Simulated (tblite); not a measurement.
Isomers of C7H9NOS. Method: GFN2-xTB as coded in tblite; computed harmonic values from a numerical Hessian at the method's own geometry, unscaled. Errors from tens to a few hundred cm⁻¹ against measured bands are possible. One conformer each.

Electronic energies: GFN2-xTB at the same geometries; isomer energies are rough at this level and their order can be wrong.

```tsv
SMILES	electronic energy, lowest = 0 (kJ/mol)
C=C1[C@@H](C#N)[C@@H](C)C[S@@]1=O	170.2
CSc1ccc(C=O)n1C	0.0
CC(=S)[C@@H]1C=C[C@@H]1NC=O	153.7
```

Task: How do GFN2-xTB zero-point energies change the relative energies?

Result: 
| SMILES | ZPE (kJ/mol) | of it from modes above 1550 cm⁻¹ | electronic (kJ/mol) | with ZPE, lowest = 0 (kJ/mol) | lowest mode (cm⁻¹) | rings |
| --- | --- | --- | --- | --- | --- | --- |
| CSc1ccc(C=O)n1C | 380.2 | 173.2 | 0.0 | 0.0 | 40 | 1 |
| CC(=S)[C@@H]1C=C[C@@H]1NC=O | 379.1 | 184.7 | 153.7 | 152.6 | 16 | 1 |
| C=C1[C@@H](C#N)[C@@H](C)C[S@@]1=O | 380.9 | 187.5 | 170.2 | 170.9 | 35 | 1 |

The zero-point energies span 1.8 kJ/mol, from `CC(=S)[C@@H]1C=C[C@@H]1NC=O` to `C=C1[C@@H](C#N)[C@@H](C)C[S@@]1=O`. The order is unchanged.
